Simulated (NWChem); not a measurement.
NaF; SMILES [F][Na]

```xyz
2

Na     0.0000     0.0000    -0.8567
F      0.0000     0.0000     1.0316
```
Atoms are numbered in this order, from 1.

The geometry was optimised at PBE0/def2-SVP.

List the 6 lowest vertical singlet excitations from LRC-wPBEh/def2-SVPD, full TDDFT (NWChem).


| state | energy (eV) | oscillator strength | leading excitation (squared amplitude) |
|---|---|---|---|
| S1 | 4.49 | 0.013 | HOMO → LUMO (0.71) |
| S2 | 4.49 | 0.013 | HOMO−1 → LUMO (0.71) |
| S3 | 4.85 | 0.043 | HOMO−2 → LUMO (0.91) |
| S4 | 6.22 | 0.000 | HOMO−1 → LUMO+1 (0.36) |
| S5 | 6.22 | 0.000 | HOMO−1 → LUMO+1 (0.34) |
| S6 | 6.22 | 0.000 | HOMO−1 → LUMO+2 (0.34) |
